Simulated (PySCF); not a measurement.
C5H3NS2.
Numbering: `[N:1]#[C:2][S:3][c:4]1[cH:5][cH:6][cH:7][s:8]1` (hydrogens: H9 on C5; H10 on C6; H11 on C7)

The same species was optimised twice, with GFN2-xTB and with PBE0-D3(BJ)/def2-SVP (PySCF), and the same property calculations (PySCF, gas phase) were run on both structures.

```json
{"coordinate": "N1≡C2 (Å)", "GFN2-xTB": "1.146", "PBE0-D3(BJ)/def2-SVP": "1.162", "change": "+0.016"}
{"coordinate": "C6–C7 (Å)", "GFN2-xTB": "1.356", "PBE0-D3(BJ)/def2-SVP": "1.368", "change": "+0.012"}
{"coordinate": "C4–C5 (Å)", "GFN2-xTB": "1.361", "PBE0-D3(BJ)/def2-SVP": "1.372", "change": "+0.011"}
{"coordinate": "C5–C6 (Å)", "GFN2-xTB": "1.413", "PBE0-D3(BJ)/def2-SVP": "1.423", "change": "+0.010"}
{"coordinate": "C4–S8 (Å)", "GFN2-xTB": "1.733", "PBE0-D3(BJ)/def2-SVP": "1.728", "change": "-0.005"}
{"coordinate": "C2–S3 (Å)", "GFN2-xTB": "1.679", "PBE0-D3(BJ)/def2-SVP": "1.685", "change": "+0.006"}
{"coordinate": "C7–S8 (Å)", "GFN2-xTB": "1.721", "PBE0-D3(BJ)/def2-SVP": "1.720", "change": "-0.001"}
{"coordinate": "S3–C4 (Å)", "GFN2-xTB": "1.769", "PBE0-D3(BJ)/def2-SVP": "1.769", "change": "0.000"}
{"coordinate": "N1–C2–S3 (°)", "GFN2-xTB": "179.0", "PBE0-D3(BJ)/def2-SVP": "177.8", "change": "-1.2"}
{"coordinate": "C2–S3–C4 (°)", "GFN2-xTB": "98.4", "PBE0-D3(BJ)/def2-SVP": "99.6", "change": "+1.2"}
{"coordinate": "C4–S8–C7 (°)", "GFN2-xTB": "90.4", "PBE0-D3(BJ)/def2-SVP": "91.3", "change": "+0.9"}
{"coordinate": "S3–C4–C5 (°)", "GFN2-xTB": "129.5", "PBE0-D3(BJ)/def2-SVP": "130.1", "change": "+0.6"}
{"coordinate": "C6–C7–S8 (°)", "GFN2-xTB": "112.3", "PBE0-D3(BJ)/def2-SVP": "111.8", "change": "-0.5"}
{"coordinate": "S3–C4–S8 (°)", "GFN2-xTB": "118.0", "PBE0-D3(BJ)/def2-SVP": "117.7", "change": "-0.3"}
{"coordinate": "C5–C4–S8 (°)", "GFN2-xTB": "112.5", "PBE0-D3(BJ)/def2-SVP": "112.2", "change": "-0.3"}
{"coordinate": "C4–C5–C6 (°)", "GFN2-xTB": "111.8", "PBE0-D3(BJ)/def2-SVP": "111.6", "change": "-0.2"}
{"coordinate": "C2–S3–C4–C5 (°)", "GFN2-xTB": "0", "PBE0-D3(BJ)/def2-SVP": "-8", "change": "-8"}
```

Rotational constants: A = 3472, B = 1032, C = 795.4 MHz (GFN2-xTB) against A = 3494, B = 1009, C = 784.6 MHz (PBE0-D3(BJ)/def2-SVP).

On the GFN2-xTB structure: HOMO (eV) -6.92 [PBE0/pcSseg-1]; LUMO (eV) -1.12 [PBE0/pcSseg-1]; dipole (D) 3.52 [PBE0/pcSseg-1]; GIAO shielding of N1 (ppm) -82.6 [PBE0/pcSseg-1]; GIAO shielding of C2 (ppm) 74.3 [PBE0/pcSseg-1]; GIAO shielding of S3 (ppm) 480.1 [PBE0/pcSseg-1]; GIAO shielding of C4 (ppm) 50.6 [PBE0/pcSseg-1]; GIAO shielding of C5 (ppm) 55.6 [PBE0/pcSseg-1]; GIAO shielding of C6 (ppm) 54.7 [PBE0/pcSseg-1]; GIAO shielding of C7 (ppm) 51.0 [PBE0/pcSseg-1]; GIAO shielding of S8 (ppm) 267.3 [PBE0/pcSseg-1].

Question: What do these properties become on the PBE0-D3(BJ)/def2-SVP structure?

Answer: 
| property | level | on GFN2-xTB | on PBE0-D3(BJ)/def2-SVP | change |
| --- | --- | --- | --- | --- |
| HOMO (eV) | PBE0/pcSseg-1 | -6.92 | -6.92 | 0.00 |
| LUMO (eV) | PBE0/pcSseg-1 | -1.12 | -1.17 | -0.05 |
| dipole (D) | PBE0/pcSseg-1 | 3.52 | 3.63 | +0.11 |
| energy, GFN2-xTB geometry as zero (kcal/mol) | PBE0/pcSseg-1 | 0.0 | -0.4 | -0.4 |
| GIAO shielding of N1 (ppm) | PBE0/pcSseg-1 | -82.6 | -92.2 | -9.6 |
| GIAO shielding of C2 (ppm) | PBE0/pcSseg-1 | 74.3 | 71.8 | -2.5 |
| GIAO shielding of S3 (ppm) | PBE0/pcSseg-1 | 480.1 | 470.6 | -9.5 |
| GIAO shielding of C4 (ppm) | PBE0/pcSseg-1 | 50.6 | 50.5 | -0.1 |
| GIAO shielding of C5 (ppm) | PBE0/pcSseg-1 | 55.6 | 53.1 | -2.5 |
| GIAO shielding of C6 (ppm) | PBE0/pcSseg-1 | 54.7 | 51.8 | -2.9 |
| GIAO shielding of C7 (ppm) | PBE0/pcSseg-1 | 51.0 | 49.6 | -1.4 |
| GIAO shielding of S8 (ppm) | PBE0/pcSseg-1 | 267.3 | 265.7 | -1.6 |

The heavy atoms differ by 0.070 Å rms after alignment. Among bonds between heavy atoms N1≡C2 changes most (+0.016 Å). Changes are differences of the printed values. Neither structure is proved a minimum here.

Conformer computed: `[N:1]#[C:2][S:3][c:4]1[cH:5][cH:6][cH:7][s:8]1`: C2–S3–C4–C5 -8°.
